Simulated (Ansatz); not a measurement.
Reaction (ligand exchange at the Si–N bond): `C=N[SiH](C)F` + H–F → `C[SiH](F)F` + `C=N`

Isolated molecules relaxed with PBE0-D4/def2-TZVP in Ansatz; ΔE leaves out vibrations. CBS: MP2 limit from def2 TZ/QZ plus the TZ coupled-cluster correction, frozen cores. This one scheme is used for every species. DFT in def2-TZVPP. HSE06 is defined as in plane-wave codes. One conformer a species, not always the lowest.

`C=N[SiH](C)F`:

```xyz
11

C    -0.065   -1.738    1.372
N     0.464   -0.662    0.994
Si   -0.295    0.670    0.205
C     0.509    0.952   -1.436
F    -1.864    0.404   -0.030
H     0.540   -2.509    1.863
H    -1.131   -1.979    1.244
H    -0.189    1.834    1.115
H     0.055    1.804   -1.947
H     0.403    0.071   -2.074
H     1.574    1.153   -1.306
```

H–F:

Z-matrix (Å, degrees):
```
F
H 1 0.920
```

`C[SiH](F)F`:

Cartesian coordinates in Å:
```
C -0.729 0.168 0.646
Si 0.659 -0.119 -0.527
F 0.281 0.457 -1.961
F 0.898 -1.681 -0.708
H -1.644 -0.308 0.287
H -0.920 1.238 0.760
H -0.490 -0.243 1.630
H 1.945 0.487 -0.128
```

`C=N`:

```xyz
5

C     0.375   -0.106    0.002
N    -0.653    0.363   -0.556
H     0.422   -0.454    1.040
H     1.300   -0.180   -0.575
H    -1.444    0.378    0.089
```

```
         level  ΔE (kJ/mol)  difference from CCSD(T)/CBS
   LDA (SPW92)        -93.7                          7.5
     revPBE-D4        -90.8                         10.4
       BLYP-D4        -99.2                          2.0
       PBE0-D4        -96.3                          4.9
      HSE06-D4        -96.1                          5.1
      BHLYP-D4       -104.6                         -3.4
        r2SCAN       -105.9                         -4.7
          PBE0       -100.9                          0.3
MP2/def2-TZVPP        -99.1                          2.1
 HF/def2-QZVPP       -118.5                        -17.3
   CCSD(T)/CBS       -101.2                            0
```

**Question.** What do rigid-rotor, harmonic-oscillator terms from PBE0-D4/def2-TZVP frequencies (298.15 K, 1 bar) make of the CCSD(T)/CBS value? (Best estimate.)

**Answer.** The calculation gave: ΔZPE = +6.6 kJ/mol, ΔH = -97.4 kJ/mol, ΔS = 19 J/(mol·K), ΔG = -103.0 kJ/mol.

Largest T1 diagnostic among the species: 0.012.

Leaving LDA and LC-ωPBE aside and taking each functional with its dispersion term where it has one, the values, not all of them listed here, spread over 18.8 kJ/mol, from B97M-V to revPBE-D4. LDA lies +6.4 kJ/mol from PBE without D4. In def2-TZVPP, CCSD(T) changes the Hartree–Fock value by +13.6 kJ/mol (the triples alone add +2.6 kJ/mol) and MP2 by +18.0 kJ/mol.

CCSD(T)/CBS has its own doubt, a few kJ/mol and more with outer-core shells, so smaller differences from it don't rank the levels.
